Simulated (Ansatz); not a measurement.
Program: Ansatz. Geometries: PBE0-D4/def2-TZVP. ΔE: electronic, gas phase. CCSD(T)/CBS is the MP2 limit (def2-TZVPP, def2-QZVPP) plus CCSD(T) − MP2 in def2-TZVPP, frozen cores. This one scheme is used for every species. DFT in def2-TZVPP. For Ge outer-core shells are correlated without core-valence functions, which leaves a few kJ/mol of doubt a bond. Scalar relativity is left out up to krypton. One conformer a species, not always the lowest.

`C[O][GeH2][OH]` + GeH₄ → `[OH][GeH2][GeH3]` + CH₃OH  (formal exchange of groups at a Ge–O bond)

| level | ΔE (kJ/mol) |
| --- | --- |
| ωB97M-V | 14.1 |
| revPBE | -0.6 |
| BLYP | 8.9 |
| BHLYP | 17.2 |
| CAM-B3LYP | 18.5 |
| CCSD/def2-SVP | 28.5 |
| HF/def2-TZVPP | 29.3 |
| CCSD/CBS(def2) | 12.7 |

**Question.** What does CCSD(T)/CBS give? (Estimate.)

**Answer.** Ansatz gave: +12.9 kJ/mol. The listed levels differ from it by 1.2, -13.5, -4.0, 4.3, 5.6, 15.6, 16.4, -0.2 kJ/mol.

**Question.** What do rigid-rotor, harmonic-oscillator terms from PBE0-D4/def2-TZVP frequencies (298.15 K, 1 bar) make of the CCSD(T)/CBS value? (Best estimate.)

**Answer.** The calculation gave: ΔZPE = +7.8 kJ/mol, ΔH = +21.2 kJ/mol, ΔS = 25 J/(mol·K), ΔG = +13.7 kJ/mol. Modes under 50 cm⁻¹ make the entropy rough.

Largest T1 diagnostic among the species: 0.012.

From BLYP to BHLYP (50 % exact exchange), in def2-TZVPP and without D4, ΔE moves by +8.3 kJ/mol. In def2-TZVPP, CCSD(T) changes the Hartree–Fock value by −11.8 kJ/mol (the triples alone add +0.1 kJ/mol) and MP2 by −9.8 kJ/mol. Leaving LDA and LC-ωPBE aside and taking each functional with its dispersion term where it has one, the values, not all of them listed here, spread over 22.8 kJ/mol, from PBE-D4 to B97M-V. LDA lies +5.0 kJ/mol from PBE without D4.
